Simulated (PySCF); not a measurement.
## Mo(OH)₂ + 2 Br₂ → MoO₂Br₂ + 2 HBr

Level: PBE0 in the def2-SVP basis family, computed in PySCF with density fitting; scalar-relativistic core potentials for atoms from Rb on, none lighter, no spin–orbit coupling; open shells unrestricted.

```csv
species,state and structure,E (Eh),ZPE (kJ/mol),H(298 K) − H(0) (kJ/mol),S° (J/(mol K))
Mo(OH)₂,"quintet, C2, Mo–O 1.902 Å (×2), O–H 0.966 Å (×2); H–O–Mo 123.5° (×2), O–Mo–O 140.0°",-219.55497,67.5,14.7,303.0
Br₂,"singlet, D∞h, Br–Br 2.298 Å",-5147.07788,1.9,9.7,245.2
MoO₂Br₂,"singlet, C2v, Mo–Br 2.402 Å (×2), Mo–O 1.661 Å (×2); Br–Mo–Br 112.4°, Br–Mo–O 109.4° (×4), O–Mo–O 106.7°",-5365.63681,22.7,19.6,361.5
HBr,"singlet, C∞v, H–Br 1.422 Å",-2574.14453,16.1,8.7,198.5
```

**Question.** What is the electronic reaction energy?

**Answer.** At PBE0/def2-SVP, ΔE = -564.8 kJ/mol from the differences of the total energies times 2625.5, downhill. 

**Question.** Add zero-point, thermal and entropy terms for 298.15 K and 1 bar.

**Answer.** ΔZPE = -16.4 and Δ[H(298) − H(0)] = 2.9 kJ/mol give ΔH° = -578.3 kJ/mol. ΔS° = -34.9 J/(mol K), so ΔG° = -578.3 − 298.15 × (-0.0349) = -568 kJ/mol.

Open d or f shells are single determinants, so the state found may not be the ground state. Only the bonding shown was studied: isomers, or loss of a ligand pair, can lie lower.
